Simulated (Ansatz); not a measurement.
Steps of a relaxation of CH5B2ClO2, SMILES `BC(O)OBCl` with RKS PBE0-D4/def2-TZVP.

```sh
$ ansatz run in.yaml --threads 4 --pin off --events-out ev --progress --plain --max-ram 10444MiB
```

```yaml
crystal:
  periodic: [false, false, false]
  atoms:
    - {symbol: B, position_ang: [-1.291375, -1.043824, -0.639119]}
    - {symbol: C, position_ang: [-0.201345, 0.024491, -0.314679]}
    - {symbol: O, position_ang: [0.390010, -1.356735, -0.573191]}
    - {symbol: O, position_ang: [0.101924, 0.385581, 0.988709]}
    - {symbol: B, position_ang: [0.937915, 1.419032, 1.267598]}
    - {symbol: Cl, position_ang: [1.252301, 1.797977, 2.953209]}
    - {symbol: H, position_ang: [-1.836446, -1.618718, 0.276201]}
    - {symbol: H, position_ang: [-1.690179, -1.123007, -1.785388]}
    - {symbol: H, position_ang: [0.206328, 0.742014, -1.055427]}
    - {symbol: H, position_ang: [0.745611, -1.366051, -1.484832]}
    - {symbol: H, position_ang: [1.450657, 2.082238, 0.387520]}
basis:
  gaussian: {orbitals: def2-TZVP}
hamiltonian: {xc: pbe0, dispersion: d4}
relax: {f_tol: 0.005, max_steps: 150}
```

Positions (Å) and forces (eV/Å) along the path, 8 of 8 steps:

```xyz
11
step=1 energy=-19080.3190 eV
B    -1.291   -1.044   -0.639   -0.029    0.039    0.044
C    -0.201    0.024   -0.315    0.170   -0.024   -0.132
O     0.390   -1.357   -0.573    0.006    0.376   -0.623
O     0.102    0.386    0.989    0.209    0.220   -0.236
B     0.938    1.419    1.268   -0.085   -0.093   -0.244
Cl    1.252    1.798    2.953   -0.058   -0.070   -0.320
H    -1.836   -1.619    0.276    0.232    0.208   -0.357
H    -1.690   -1.123   -1.785    0.169    0.025    0.429
H     0.206    0.742   -1.055   -0.212   -0.398    0.405
H     0.746   -1.366   -1.485   -0.211   -0.023    0.669
H     1.451    2.082    0.388   -0.192   -0.259    0.365
11
step=2 energy=-19080.3559 eV
B    -1.289   -1.033   -0.637    0.039   -0.003    0.005
C    -0.205    0.027   -0.313    0.123   -0.157   -0.018
O     0.388   -1.346   -0.571   -0.083    0.256   -0.187
O     0.097    0.382    0.985    0.069    0.112   -0.076
B     0.932    1.409    1.256   -0.046   -0.057   -0.015
Cl    1.251    1.792    2.933   -0.020   -0.025   -0.141
H    -1.821   -1.612    0.265    0.056    0.073   -0.099
H    -1.677   -1.116   -1.771    0.037    0.017    0.126
H     0.199    0.736   -1.043   -0.084   -0.112    0.113
H     0.748   -1.356   -1.469   -0.038   -0.031    0.191
H     1.441    2.060    0.386   -0.052   -0.072    0.102
11
step=3 energy=-19080.3613 eV
B    -1.285   -1.032   -0.636   -0.002    0.033    0.008
C    -0.204    0.022   -0.311    0.023   -0.107   -0.003
O     0.390   -1.339   -0.571   -0.087    0.107    0.011
O     0.095    0.380    0.984    0.007    0.010    0.009
B     0.928    1.403    1.251    0.003   -0.011    0.045
Cl    1.250    1.791    2.922   -0.001    0.003   -0.014
H    -1.817   -1.603    0.262    0.004   -0.028    0.010
H    -1.675   -1.107   -1.763    0.003   -0.012   -0.017
H     0.190    0.732   -1.038    0.006    0.016   -0.018
H     0.756   -1.351   -1.462    0.036   -0.023   -0.014
H     1.437    2.047    0.384    0.008    0.011   -0.017
11
step=4 energy=-19080.3619 eV
B    -1.288   -1.029   -0.636   -0.002   -0.021    0.000
C    -0.205    0.023   -0.311    0.012   -0.047    0.005
O     0.385   -1.334   -0.570   -0.022    0.042   -0.002
O     0.094    0.381    0.985    0.004   -0.002    0.009
B     0.932    1.400    1.251   -0.024    0.019    0.016
Cl    1.249    1.794    2.920    0.010   -0.002    0.007
H    -1.814   -1.610    0.259   -0.012   -0.001    0.011
H    -1.674   -1.109   -1.765   -0.012    0.009   -0.013
H     0.188    0.733   -1.038   -0.001    0.020   -0.012
H     0.757   -1.349   -1.459    0.028   -0.017   -0.007
H     1.440    2.044    0.384    0.018    0.000   -0.015
11
step=5 energy=-19080.3621 eV
B    -1.290   -1.030   -0.637   -0.014   -0.022    0.000
C    -0.206    0.022   -0.311   -0.004    0.011    0.008
O     0.384   -1.332   -0.569    0.015   -0.009   -0.018
O     0.093    0.382    0.985   -0.011    0.014    0.004
B     0.928    1.403    1.251    0.035   -0.032   -0.011
Cl    1.256    1.792    2.920   -0.008    0.011    0.013
H    -1.815   -1.613    0.257   -0.006    0.006    0.002
H    -1.675   -1.108   -1.766   -0.006    0.009   -0.002
H     0.185    0.734   -1.038   -0.004    0.008    0.000
H     0.763   -1.348   -1.455    0.015   -0.008    0.008
H     1.443    2.042    0.383   -0.012    0.011   -0.003
11
step=6 energy=-19080.3623 eV
B    -1.290   -1.031   -0.637   -0.016   -0.004    0.004
C    -0.206    0.021   -0.311   -0.002    0.014    0.007
O     0.385   -1.332   -0.569    0.010   -0.011   -0.019
O     0.093    0.381    0.986   -0.004    0.004    0.002
B     0.931    1.401    1.251    0.004   -0.003   -0.012
Cl    1.253    1.795    2.920    0.000    0.002    0.008
H    -1.816   -1.613    0.258    0.001    0.000   -0.002
H    -1.677   -1.106   -1.766    0.001    0.003    0.001
H     0.183    0.735   -1.038   -0.002    0.000    0.001
H     0.766   -1.348   -1.455    0.009   -0.005    0.009
H     1.444    2.040    0.382   -0.002   -0.001    0.001
11
step=7 energy=-19080.3624 eV
B    -1.290   -1.031   -0.637   -0.009    0.000    0.001
C    -0.207    0.021   -0.310   -0.001    0.008    0.005
O     0.385   -1.331   -0.570    0.006   -0.006   -0.008
O     0.092    0.381    0.986   -0.003    0.000    0.001
B     0.931    1.400    1.251   -0.001    0.004   -0.008
Cl    1.253    1.796    2.919    0.001    0.000    0.004
H    -1.817   -1.614    0.257    0.002   -0.001   -0.002
H    -1.678   -1.105   -1.766    0.001    0.001    0.001
H     0.181    0.735   -1.037    0.000   -0.003    0.000
H     0.770   -1.348   -1.453    0.003    0.000    0.004
H     1.445    2.039    0.382    0.001   -0.003    0.001
11
step=8 energy=-19080.3624 eV
B    -1.291   -1.031   -0.637   -0.002    0.002   -0.002
C    -0.208    0.021   -0.310    0.001    0.001    0.002
O     0.385   -1.331   -0.570    0.003   -0.003    0.000
O     0.091    0.382    0.986   -0.002    0.000    0.000
B     0.931    1.400    1.250    0.000    0.004   -0.002
Cl    1.254    1.796    2.919    0.001    0.000    0.000
H    -1.817   -1.615    0.256    0.001   -0.001   -0.001
H    -1.678   -1.104   -1.766    0.000    0.000    0.001
H     0.179    0.736   -1.037   -0.001   -0.002   -0.001
H     0.773   -1.347   -1.452   -0.001    0.003    0.001
H     1.446    2.037    0.381    0.001   -0.002    0.001
```

Run time 18 s (4 threads of a server CPU on a shared host); peak host memory 0.62 GiB.
